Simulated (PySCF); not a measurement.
**Working out the ionisation energy of Co**

Co [Ar] 3d7 4s2 (4F) → Co⁺ [Ar] 3d8 (3F). All numbers are calculated (PySCF 2.14, scalar relativity by spin-free X2C-1e, in aug-cc-pVDZ-DK). Frozen: [Ar]. Energies in hartree (1 hartree = 27.21139 eV):

```json
{"part": "UHF", "Co (lower)": "-1391.879283", "Co⁺ (upper)": "-1391.575160"}
{"part": "MP2 opposite-spin", "Co (lower)": "-0.132408", "Co⁺ (upper)": "-0.150436"}
{"part": "MP2 same-spin", "Co (lower)": "-0.085449", "Co⁺ (upper)": "-0.094932"}
```

**Question.** What does Hartree-Fock give?

**Answer.** (-1391.575160) − (-1391.879283) = 0.304123 hartree = 8.276 eV.

**Question.** What do MP2 and SCS-MP2 (6/5 opposite-spin, 1/3 same-spin) give?

**Answer.** The opposite-spin parts differ by -0.491 eV and the same-spin parts by -0.258 eV. MP2: 8.276 + (-0.491) + (-0.258) = 7.527 eV. SCS-MP2: 8.276 + 1.2 × (-0.491) + (-0.258)/3 = 7.601 eV.

Measured between the centres of the two terms (NIST): 7.869 eV, so MP2 (valence) is off by -0.342 eV.

A double-zeta basis recovers only part of the correlation energy.

What remains against the reference includes basis incompleteness, the frozen core and correlation beyond second order.
